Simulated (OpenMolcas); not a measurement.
What dynamic correlation does to the levels of Se3+

```json
{
  "Program": "OpenMolcas 26.06",
  "Basis": "ANO-RCC-VTZP [6s5p3d1f]",
  "Scalar Hamiltonian": "DKH2, point nucleus",
  "Active space": "3 electrons in 9 orbitals (RAS2 4s 4p; RAS3 4d, at most 2 electrons)",
  "State averaging": "2S+1 = 4 odd, 1 root; 2S+1 = 2 odd, 11 roots; 2S+1 = 4 even, 3 roots; 2S+1 = 2 even, 9 roots",
  "Spin-orbit coupling": "RASSI with atomic mean-field integrals over the reference wave functions, term energies averaged over their components"
}
```

Methods on the same reference wave functions:
A. RASSCF
B. SS-RASPT2, IPEA 0.25 Eh, imaginary shift 0.1 Eh (closed shells correlated: 3d)
C. MS-RASPT2, IPEA 0.25 Eh, imaginary shift 0.1 Eh (closed shells correlated: 3d)
D. XMS-RASPT2, IPEA 0.25 Eh, imaginary shift 0.1 Eh (closed shells correlated: 3d)

Energies in cm-1 above 4s2 4p 2P* 1/2, the measured ground level; measured values from Moore, Atomic Energy Levels, vol. II, NSRDS-NBS 35 (1971 reprint of NBS Circular 467, 1952).

```csv
Level,A,B,C,D,Measured
4s2 4p 2P* 1/2,0.0,0.0,0.0,0.0,0.0
4s2 4p 2P* 3/2,3919,3920,3930,3930,4376
4s 4p2 4P 1/2,73823,75960,75990,76210,
4s 4p2 4P 3/2,75343,77490,77520,77740,
4s 4p2 4P 5/2,77545,79680,79710,79930,
4s 4p2 2D 3/2,102109,102180,102210,102310,104211
4s 4p2 2D 5/2,102389,102470,102500,102600,104706
4s 4p2 2S 1/2,130017,129010,129040,129310,128787
4s 4p2 2P 1/2,139435,138330,138350,138470,136134
4s 4p2 2P 3/2,141619,140510,140540,140650,138354
```

Deviations, from unrounded energies. A percentage is the sum of absolute deviations over the sum of measured energies, with the sign that they share, or ± where signs differ.

```tsv
Against measurement	Levels	A	B	C	D
mean absolute deviation (cm-1)	6	2100	1500	1600	1600
fine structure of the ground term (%)	1	-10.4	-10.4	-10.2	-10.2
other configurations (%)	5	±2.0	±1.4	±1.4	±1.5
```

B, C, D lie about equally close to measurement and A furthest from it. The largest miss of B in the table is 4s 4p2 2D 5/2, by -2200 cm-1. The ranking rests on the paired levels alone, and a cruder setting can come out closer through cancelling errors.

Among B to D the level of the table that moves most is 4s 4p2 2S 1/2, by 290 cm-1 (lowest in B, highest in D). Moves below CASPT2's spread within the term are not significant.

The two smallest mean deviations differ by little beside CASPT2's spread within terms, so their order carries little weight.

The lowest spin-free term lies below A's lowest term by 0.052 hartree in B, 0.053 hartree in C, 0.054 hartree in D.

CASPT2 does not keep the components of a term degenerate, so their means are used; among the terms shown or strongly mixed into the levels shown the widest spread is 20 cm-1 (4s 4p2 2D, D). Active for correlation alone: 4d; no level in the range computed is led by a configuration that fills it, so any true level of that kind is missing. Measured partners are found by configuration, term and J. A level has none where our copy of the source lacks it or the pairing is in doubt (some pairs that miss far off the trend of their configuration count as doubtful), and it then counts in no deviation. Levels of configurations outside the active space are missing. Levels that lie high or do not pair safely by name in every column are left out.

* marks odd parity.
